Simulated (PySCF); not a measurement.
Si(NMe2)(SH) (C2H7NSSi), SMILES [Si](N(C)C)S (connectivity only; charge and spin as stated), neutral, multiplicity 1. Atoms are numbered in the order given.

```xyz
12

Si     1.0828    -0.2977     0.0000
N     -0.0677     1.0277     0.0000
C     -1.5199     1.0081     0.0000
C      0.4826     2.3772     0.0000
H     -1.9275     1.5283    -0.8972
H     -1.9275     1.5283     0.8972
H     -1.9085    -0.0281     0.0000
H      0.1568     2.9500     0.8986
H      0.1568     2.9500    -0.8986
H      1.5915     2.3382     0.0000
S     -0.3304    -1.9820     0.0000
H      0.6835    -2.8916     0.0000
```
Charge 0, spin multiplicity 1.

Coordinates come from a PBE-D3(BJ)/def2-SVP optimisation. The structure was generated by enumeration; whether it is a known compound was not checked. One conformer was computed; it need not be the lowest.

The numbers are results of PBE-D3(BJ)/def2-SVP (PySCF), not measurements.

Frequencies are harmonic and unscaled.

```
mode  ν (cm⁻¹)  IR (km/mol)  moving atoms (share of kinetic energy)
----  --------  -----------  --------------------------------------
1           67          0.4         H 51 %, C 19 %, S 15 %, Si 12 %
2          153          0.0                 H 63 %, C 17 %, Si 15 %
3          181          1.1         S 40 %, C 27 %, H 14 %, Si 14 %
4          240          4.9                          H 77 %, N 18 %
5          282         17.0                          H 80 %, N 15 %
6          300          3.9          C 38 %, S 25 %, H 19 %, N 17 %
7          338          0.3                          H 63 %, N 30 %
8          379          4.9                 C 40 %, H 34 %, Si 19 %
9          485         48.6                         Si 60 %, S 28 %
10         638         42.0         C 34 %, Si 28 %, H 26 %, N 11 %
11         723         11.4                         H 79 %, Si 11 %
12         984        105.9                  C 38 %, H 37 %, N 23 %
13        1041          2.9                          H 73 %, C 25 %
14        1062          0.5                          H 80 %, C 20 %
15        1117          2.4                  H 68 %, C 20 %, N 12 %
16        1192         43.6                  N 58 %, C 31 %, H 11 %
17        1256         23.3                  N 40 %, H 36 %, C 23 %
18        1373          1.1                          H 87 %, C 13 %
19        1394          0.1                                  H 97 %
20        1399          8.1                          H 84 %, C 16 %
21        1405         15.3                                  H 97 %
22        1420         19.7                                  H 96 %
23        1446          3.3                                  H 94 %
24        2621          0.5                                  H 97 %
25        2917         55.5                                  H 97 %
26        2924         94.1                                  H 97 %
27        2981         59.0                           H 91 %, C 9 %
28        2988          0.3                          H 90 %, C 10 %
29        3042          9.5                           H 91 %, C 9 %
30        3069          7.0                           H 91 %, C 9 %
```
